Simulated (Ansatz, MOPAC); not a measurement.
**AlCl2F (SMILES [F][Al]([Cl])[Cl]): methods side by side**

AlCl2F, singlet, SMILES `[F][Al]([Cl])[Cl]`. Each level relaxes the structure for itself.

Each level gives the zero-point energy at each level's own minimum (kJ/mol). The values are calculated.

```csv
level,kind,program,value (kJ/mol)
MNDO,semi-empirical,MOPAC,15.7
MNDOD,semi-empirical,MOPAC,15.2
PM6-D3H4,semi-empirical,MOPAC,17.0
PM6-DH+,semi-empirical,MOPAC,17.0
HF/STO-3G,Hartree–Fock,Ansatz,17.9
HF/3-21G,Hartree–Fock,Ansatz,15.7
HF/6-31G* (Cartesian functions),Hartree–Fock,Ansatz,16.1
PBE/def2-SVP,GGA,Ansatz,15.0
B3LYP/6-31G* (Cartesian functions),global hybrid,Ansatz,15.3
PBE0-D4/def2-TZVP,global hybrid,Ansatz,15.3
```

Harmonic and unscaled. The values span 15.0 to 17.9 kJ/mol. Without the sets that lack polarisation functions the rows with a basis span only 15.0 to 16.1 kJ/mol.
